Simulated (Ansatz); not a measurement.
`C[SiH2][GaH2]`. Charge 0, multiplicity 1.

Cartesian coordinates in Å:
```
C 0.449 -1.542 -0.223
Si 0.525 0.321 -0.464
Ga -1.129 1.559 0.783
H 1.219 -2.044 -0.812
H -0.524 -1.933 -0.530
H 0.597 -1.803 0.827
H 0.364 0.645 -1.914
H 1.880 0.820 -0.077
H -2.179 0.846 1.720
H -1.202 3.130 0.691
```

**Question.** What are the harmonic wavenumbers in cm⁻¹ at PBE0-D4/def2-TZVP (Ansatz, finite differences of forces, unscaled)? (Estimate.)

**Answer.** The calculation gave: 51, 126, 155, 315, 332, 394, 536, 631, 673, 712, 753, 880, 890, 926, 1276, 1451, 1453, 1936, 1944, 2180, 2183, 3053, 3139, 3139.

**Question.** Is this a minimum?

**Answer.** Yes, all 24 modes are real.

**Question.** Give the ideal-gas thermochemistry at 298.15 K and 1 bar (rigid rotor, harmonic oscillator; point group Cs, symmetry number 1).

**Answer.** Zero-point energy 174.2 kJ/mol; H(298) − E = 194.9 kJ/mol; entropy 345.6 J/(mol·K), of which translation 168.2, rotation 109.2, vibration 68.1; G(298) − E = 91.9 kJ/mol. Modes under 100 cm⁻¹ are hindered rotations or soft bends, so the harmonic entropy is rough.
